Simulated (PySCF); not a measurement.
## Spin states of AgB

Unrestricted PBE0; Ag x2c-TZVPPall, B x2c-TZVPPall; spin-free X2C with a Gaussian nucleus (PySCF 2.14). Outer shells of the fragments: Ag 4d10 5s1; B 2s2 2p1.

Followed along the bond (rough minima from three points):

```
2Ms+1    unpaired  ⟨S²⟩ at the start  R at minimum (Å)  Te (eV)
    1        none               0.00              2.09     0.00
    3    σ ↑, π ↑               2.01              2.06     0.45
    1    σ ↓, π ↑               1.02              2.08     0.74
    5  σ ↑↑, π ↑↑               6.00              2.04     3.72
```

Solutions found at the starting distance of 2.150 Å, counted from the lowest of them; the search is not exhaustive and high or unbound solutions are not listed, so other states can lie among these:

```csv
2Ms+1,unpaired,term,E (eV),⟨S²⟩,⟨Lz²⟩,μ (D)
1,none,¹Σ⁺,0.00,0.00,0.00,-1.58
3,"σ ↑, π ↑",³Π,0.47,2.01,1.01,-2.63
1,"σ ↓, π ↑",mixed,0.74,1.02,1.01,-2.74
3,σ ↑↑,³Σ⁺,1.70,2.01,0.00,3.16
3,π ↑↑,³Σ⁻,2.14,2.09,0.00,-4.45
1,π ↑↓,mixed,2.43,1.01,2.02,-4.43
5,"σ ↑↑, π ↑↑",⁵Σ⁻,3.76,6.00,0.00,-3.49
5,"σ ↑↑↑, π ↑",⁵Π,4.83,6.01,1.01,1.46
3,"σ ↑↑, π ↑↓",mixed,5.22,3.00,2.02,-3.51
3,π ↑↑,mixed,5.23,2.02,2.01,1.75
```

A term symbol is given only where ⟨S²⟩ and ⟨Lz²⟩ are close to those of a pure state; real π, δ and φ orbitals otherwise mix terms. A positive dipole means Ag(−)B(+).

Spin–orbit coupling is left out.
